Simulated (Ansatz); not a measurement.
Reaction (SMILES): [Cl][Ge] (Cl-Ge) → Cl atom + Ge atom
B3LYP-D3(BJ)/def2-TZVP geometries, fixed; electronic energies without zero-point terms.

Energies in hartree at MP2 with Ansatz (a program for electronic structure); the atomisation energy is their sum with the coefficients shown, times 627.509 kcal/mol a hartree. All functions are spherical. Cores are frozen (with 3d on Ga to Br). Open shells are unrestricted. No added dispersion term, no relativity.

```
species           coefficient          part  cc-pV(D+d)Z  cc-pV(T+d)Z  cc-pV(Q+d)Z
----------------  -----------  ------------  -----------  -----------  -----------
[Cl][Ge] (Cl-Ge)           -1  Hartree-Fock  -2534.85861  -2534.94685  -2534.95357
[Cl][Ge] (Cl-Ge)           -1   correlation     -0.19093     -0.25594     -0.28085
Cl atom                    +1  Hartree-Fock   -459.47140   -459.48556   -459.48916
Cl atom                    +1   correlation     -0.11260     -0.15854     -0.17550
Ge atom                    +1  Hartree-Fock  -2075.29166  -2075.36107  -2075.36359
Ge atom                    +1   correlation     -0.04017     -0.05006     -0.05352
```

**Question.** Predict the atomisation energy in cc-pV(5+d)Z (X = 5): let each Hartree-Fock step shrink by the ratio of the last two, and fit each correlation energy at X = 3 and 4 to E + A/X^3. Compare with the run.

**Answer.** 
- [Cl][Ge] (Cl-Ge): steps -0.08824 and -0.00672, ratio 0.076, so Hartree-Fock -2534.95408 (run: -2534.95455); A = (-0.25594 - (-0.28085))/(1/27 - 1/64) = 1.1634, correlation -0.28085 - A/64 + A/125 = -0.28972 (run: -0.29169).
- Cl atom: steps -0.01416 and -0.00360, ratio 0.254, so Hartree-Fock -459.49007 (run: -459.48973); A = (-0.15854 - (-0.17550))/(1/27 - 1/64) = 0.7921, correlation -0.17550 - A/64 + A/125 = -0.18154 (run: -0.18264).
- Ge atom: steps -0.06941 and -0.00252, ratio 0.036, so Hartree-Fock -2075.36368 (run: -2075.36384); A = (-0.05006 - (-0.05352))/(1/27 - 1/64) = 0.1616, correlation -0.05352 - A/64 + A/125 = -0.05475 (run: -0.05524).
Predicted 96.49 kcal/mol; the run in cc-pV(5+d)Z gives 97.13, a miss of -0.65. Keeping the value in cc-pV(Q+d)Z, 95.79, would miss by -1.34. All sums are of the energies as printed.
